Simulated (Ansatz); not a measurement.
Consider the formal exchange of groups at a Ge–H bond: `[BH2][GeH2][CH3]` + `N=C(CN)CF` → `[BH2][GeH]([CH3])[NH2]` + `CC(=N)CF`.

Isolated molecules relaxed with PBE0-D4/def2-TZVP in Ansatz; ΔE leaves out vibrations. CCSD(T)/CBS adds triple-zeta CCSD(T) − MP2 to the extrapolated MP2 energy (def2 sets, frozen cores). DFT in def2-TZVPP. B3LYP here is the variant with VWN-RPA as its local correlation; programs differ in this. For Ge outer-core shells are correlated without core-valence functions, which leaves a few kJ/mol of doubt a bond. Scalar relativity is left out up to krypton. One conformer a species, not always the lowest.

`[BH2][GeH2][CH3]`:

Z-matrix (Å, degrees):
```
Ge
C 1 1.959
B 1 2.058 2 115.1
H 1 1.547 2 109.0 3 -121.8
H 1 1.546 2 109.2 3 123.0
H 2 1.091 1 110.2 3 59.4
H 2 1.091 1 110.2 3 -60.2
H 2 1.090 1 110.7 3 179.6
H 3 1.195 1 119.9 2 178.0
H 3 1.196 1 122.3 2 -2.4
```

`N=C(CN)CF`:

Cartesian coordinates in Å:
```
N 0.466 0.803 1.468
C 0.486 0.102 0.419
C -0.714 -0.173 -0.460
N -1.867 0.587 -0.025
C 1.778 -0.562 0.037
F 1.917 -0.652 -1.338
H -0.499 1.113 1.625
H -0.425 0.000 -1.504
H -0.936 -1.244 -0.391
H -2.729 0.110 -0.245
H -1.898 1.496 -0.466
H 2.618 0.003 0.444
H 1.802 -1.583 0.437
```

`[BH2][GeH]([CH3])[NH2]`:

```xyz
12

B    -0.701   -1.706    0.829
Ge   -0.394    0.256    0.292
C     0.067    0.361   -1.623
N     0.898    0.995    1.394
H     0.070   -2.296    1.527
H    -1.648   -2.307    0.415
H    -1.653    1.127    0.508
H     0.970   -0.214   -1.835
H     0.247    1.402   -1.897
H    -0.747   -0.025   -2.238
H     1.751    0.455    1.445
H     1.140    1.953    1.182
```

`CC(=N)CF`:

Z-matrix (Å, degrees):
```
C
C 1 1.495
H 1 1.094 2 110.9
H 1 1.088 2 109.5 3 -120.6
H 1 1.094 2 110.9 3 118.8
N 2 1.263 1 121.1 3 120.3
C 2 1.506 1 114.9 3 -59.6
H 6 1.021 2 110.1 1 -180.0
F 7 1.374 2 111.5 1 180.0
H 7 1.096 2 110.1 1 59.6
H 7 1.096 2 110.1 1 -59.7
```

| species | B3LYP energy (Eh) |
| --- | --- |
| `[BH2][GeH2][CH3]` | -2144.21334 |
| `N=C(CN)CF` | -327.99520 |
| `[BH2][GeH]([CH3])[NH2]` | -2199.61063 |
| `CC(=N)CF` | -272.62614 |

(1) Work out ΔE.

Largest T1 diagnostic among the species: 0.012.

## Answers

(1) ΔE = (-2199.61063) + (-272.62614) − (-2144.21334) − (-327.99520) = -0.02823 Eh = -17.7 kcal/mol. CCSD(T)/CBS gives -18.5 kcal/mol.
